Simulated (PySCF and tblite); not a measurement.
Values are calculated unless marked as measured or tabulated.
Barrier and rate of a rotation

System: C₄H₉NSe, numbered as in [CH3:1][CH2:2][N:3]([CH3:4])[CH:5]=[Se:6].

Motion: rotation about the C2–N3 bond (torsion C1–C2–N3–C4 from -90° to 90°, rising). Level: PBE0/pcSseg-1 + D3(BJ) on GFN2-xTB stationary points, with GFN2-xTB thermal terms. Rates follow Eyring's equation with the number of equivalent paths and no tunnelling. Run with tblite and PySCF.

| point | symmetry | E(GFN2) kcal/mol | E(DFT) kcal/mol | ZPE change kcal/mol | lowest mode cm⁻¹ | dipole D |
| --- | --- | --- | --- | --- | --- | --- |
| start | C1 | 0.0 | 0.0 | 0.00 | 74 | 5.13 |
| saddle | Cs | 2.3 | 3.1 | 0.01 | 66i | 5.36 |
| end | C1 | 0.0 | 0.0 | 0.01 | 74 | 5.13 |

| Item | Value |
| --- | --- |
| Electronic barrier | 3.0 kcal/mol |
| Barrier with zero-point energy | 3.1 kcal/mol |
| ΔH‡ (298 K) | 2.5 kcal/mol |
| ΔS‡ (298 K, symmetry apart) | -3.8 cal/(mol K) |
| Paths | 1 equivalent path |
| End point | the same structure with atoms interchanged, or its mirror image |
| Mean lifetime of the start against this motion at 298 K | 74 ps |
| Cost | 51 s on 1 thread of Arm Neoverse V1, shared host (rough), peak memory 0.84 GiB, launched as `OMP_NUM_THREADS=1 python ens_run.py task.json out` |

```
T/K  ΔG‡ kcal/mol     k s⁻¹
150           3.2   5.7×10⁷
200           3.4   8.8×10⁸
250           3.5   4.6×10⁹
298           3.6  1.4×10¹⁰
350           3.8  3.1×10¹⁰
400           4.0  5.7×10¹⁰
500           4.3  1.4×10¹¹
```

ΔG and ΔG‡ leave out symmetry numbers and mirror images; rates count paths: 1 out.

Spin–orbit effects of heavy atoms on shieldings are missing.
